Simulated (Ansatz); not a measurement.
# A barrier at the coupled-cluster level

Start structure (SiH$_{4}$SF$_{2}$, closed shell), relaxed at PBE0-D4/def2-TZVP:

| atom | x (Å) | y (Å) | z (Å) |
| --- | --- | --- | --- |
| Si1 | -0.1518 | 0.7227 | 0.8354 |
| S2 | 1.7301 | 0.8958 | -0.0928 |
| F3 | -1.3312 | 0.9137 | -0.2064 |
| F4 | -0.2313 | 1.9065 | 1.8825 |
| H5 | -0.3856 | -0.5572 | 1.5216 |
| H6 | -0.7853 | -1.5621 | -1.6127 |
| H7 | -0.3447 | -2.1441 | -1.4538 |
| H8 | 1.4998 | -0.1753 | -0.8736 |

The step: SiH₂SF₂ ([F][SiH]([F])[SH]) + H₂ → SiH₂F₂ ([F][SiH2][F]) + H₂S; bonds formed: Si1–H7, S2–H6; bonds broken: Si1–S2, H6–H7. Ansatz 0.2.0; basis: def2-TZVPP and def2-QZVPP; cores frozen in the correlated methods. Extrapolation: Hartree–Fock as exp(−7.88 √X), correlation as X^−2.97. Energies below are by CCSD(T) at an estimated basis limit (MP2 extrapolated from triple and quadruple zeta, plus CCSD(T) − MP2 in triple zeta).

Question: What are the electronic barrier and the energy of the step, from the start structure to the end structure? (To be estimated.)

Answer: Computed: Barrier 56.98 kcal/mol; step energy 8.67 kcal/mol (uphill); reverse barrier, their difference, 48.30 kcal/mol. Barrier and step energy count from the start structure, the reverse barrier from the end structure.

The saddle point: One imaginary mode of 1010i cm⁻¹.
| pair | start (Å) | saddle (Å) | end (Å) |
| --- | --- | --- | --- |
| Si1–H7 | 3.67 | 1.70 | 1.47 |
| S2–H6 | 3.83 | 1.75 | 1.34 |
| Si1–S2 | 2.11 | 2.41 | 3.44 |
| H6–H7 | 0.75 | 0.96 | 3.95 |

Zero-point energy (harmonic, PBE0-D4): ZPE is 22.64 kcal/mol at the start and 24.11 kcal/mol at the saddle, so the barrier goes from 56.98 to 58.45 kcal/mol.

T1 diagnostic: at most 0.013.

Labels in which every atom is bracketed show which atoms are joined, not bond orders.

For scale, one of the runs: CCSD(T)/def2-TZVPP, 202 basis functions, launched by `ansatz run in.yaml --threads 4 --pin off --events-out ev --progress --plain --max-ram 9574MiB`. Hardware: 4 CPU threads of an Arm Neoverse V2, shared host. Wall time 50 s; peak host memory 2.5 GiB.
